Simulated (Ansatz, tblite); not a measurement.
Spin states of the cluster Na2S2⁻, each relaxed with r2SCAN-D4/def2-TZVPD in Ansatz. Electronic energies in the gas phase.

The xTB rows come from tblite. LC-ωPBE has ω = 0.4 bohr⁻¹. HSE06 is defined as in plane-wave codes, on full-range PBE exchange. Correlated methods freeze 12 core orbitals; core or outer-core shells of Na are correlated, in sets that lack core-valence functions. In CCSD on the charge -1 quartet the largest single amplitude is 0.40, so its Hartree–Fock determinant may place the open shell otherwise than the density functionals do. HOMO above LUMO, or a gap near zero within one spin, warns that the state may not be the lowest or that an electron is smeared out. Another isomer (doublet) lies 0.12 eV lower at PBE0-D4/def2-TZVPD.

Doublet geometry (C2v within 0.1 Å):

```
atom   x (Å)   y (Å)   z (Å)
 Na1  -0.042  -1.313  -0.706
 Na2  -0.059   1.214   0.864
  S3   1.926  -0.478   0.789
  S4  -1.825   0.578  -0.948
```

Quartet geometry (C2v within 0.1 Å):

Cartesian coordinates in Å:
```
Na 1.466 -0.330 -0.718
Na -1.353 0.521 0.820
S -0.604 1.124 -1.730
S 0.491 -1.314 1.628
```

⟨S²⟩: doublet 0.77 at PBE0-D4/def2-TZVPD (pure 0.75), quartet 3.76 at PBE0-D4/def2-TZVPD (pure 3.75).

Run but left out: HF/def2-TZVPD, MP2/def2-TZVPD (quartet: a determinant that CCSD turns far, T1 0.065); LDA (SPW92)/def2-TZVPD (quartet: an occupied level 0.10 eV above an empty one).

Only these spin states were relaxed.

(1) Estimate which spin state lies lowest at each of these levels, and by how much: GFN1-xTB; GFN2-xTB; PBE-D4/def2-TZVPD; BLYP-D4/def2-TZVPD; r2SCAN-D4/def2-TZVPD; B97M-V/def2-TZVPD; r2SCANh-D4/def2-TZVPD; PBE0-D4/def2-TZVPD; r2SCAN0-D4/def2-TZVPD; HSE06-D4/def2-TZVPD; BHLYP-D4/def2-TZVPD; CAM-B3LYP-D4/def2-TZVPD; LC-ωPBE/def2-TZVPD; ωB97X-V/def2-TZVPD; ωB97M-V/def2-TZVPD; RPA@PBE/def2-TZVPD; CCSD/def2-TZVPD; CCSD(T)/def2-TZVPD.

Answers

(1) 
| level | quartet − doublet (kJ/mol) | lowest of these | remarks |
| --- | --- | --- | --- |
| GFN1-xTB | 366.7 | doublet | – |
| GFN2-xTB | 200.1 | doublet | – |
| PBE-D4/def2-TZVPD | 183.6 | doublet | HOMO above zero (quartet) |
| BLYP-D4/def2-TZVPD | 185.0 | doublet | HOMO above zero (quartet), gap within one spin near zero (quartet) |
| r2SCAN-D4/def2-TZVPD | 171.2 | doublet | HOMO above zero (quartet) |
| B97M-V/def2-TZVPD | 165.4 | doublet | HOMO above zero (quartet) |
| r2SCANh-D4/def2-TZVPD | 159.6 | doublet | HOMO above zero (quartet) |
| PBE0-D4/def2-TZVPD | 150.8 | doublet | HOMO above zero (quartet) |
| r2SCAN0-D4/def2-TZVPD | 143.2 | doublet | HOMO above zero (quartet) |
| HSE06-D4/def2-TZVPD | 150.8 | doublet | HOMO above zero (quartet) |
| BHLYP-D4/def2-TZVPD | 123.8 | doublet | HOMO above zero (quartet) |
| CAM-B3LYP-D4/def2-TZVPD | 145.1 | doublet | HOMO above zero (quartet) |
| LC-ωPBE/def2-TZVPD | 126.0 | doublet | – |
| ωB97X-V/def2-TZVPD | 144.8 | doublet | – |
| ωB97M-V/def2-TZVPD | 154.5 | doublet | HOMO above zero (quartet) |
| RPA@PBE/def2-TZVPD | 152.1 | doublet | – |
| CCSD/def2-TZVPD | 120.3 | doublet | HOMO above zero (quartet), large T1 (0.065) (quartet) |
| CCSD(T)/def2-TZVPD | 135.4 | doublet | HOMO above zero (quartet), large T1 (0.065) (quartet) |

Change of the quartet − doublet gap on mixing in exact exchange, in kJ/mol: PBE to PBE0 (25 % exact exchange) -32.9; BLYP to BHLYP (50 % exact exchange) -61.2; r2SCAN to r2SCANh (10 % exact exchange) -11.6; r2SCAN to r2SCAN0 (25 % exact exchange) -28.0. The xTB methods have no spin-polarisation term.
